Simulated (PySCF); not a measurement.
Start geometry of SiBr2H2 (`[H][Si]([H])(Br)Br`) from GFN2-xTB (Å):
```
atom  x, y, z in Å
Si1   -0.177    0.000   -0.124
Br2   -0.138   -0.022    2.084
Br3    1.912    0.015   -0.842
H4    -0.802    1.235   -0.546
H5    -0.794   -1.229   -0.571
```

What comes out of this run: PySCF, PBE0-D3(BJ)/def2-SVP geometry optimisation, gas phase?

```
atom  x, y, z in Å
Si1   -0.1412    0.0011   -0.0982
Br2   -0.1526   -0.0235    2.1171
Br3    1.9318    0.0123   -0.8764
H4    -0.8212    1.2379   -0.5579
H5    -0.8167   -1.2278   -0.5846
```

The energy falls by 4.3 kJ/mol over 4 energy and gradient evaluations, the largest force component goes from 0.0166 to 3.8e-05 Eh/bohr, and the atoms move by 0.034 Å rms after alignment. Among the bonds, Si1–H4 and Si1–H5 change most and about equally (+0.038 Å). Bonds longer at the end by more than 0.005 Å: 4 of 4; shorter: 0. Among the angles that change most is H4–Si1–H5, from 116.8° to 112.3°. Rotational constants go from 10098, 997.0, 917.5 to 10586, 956.9, 887.0 MHz. The orientation of the end geometry is arbitrary; only internal coordinates are fixed.

The run used 92 basis functions and 22 SCF cycles in all. Time: 15 s. Hardware: x86-64 server, one thread (shared host).

No PBE0-D3(BJ)/def2-SVP frequencies stand behind this structure, so it isn't proved a minimum.
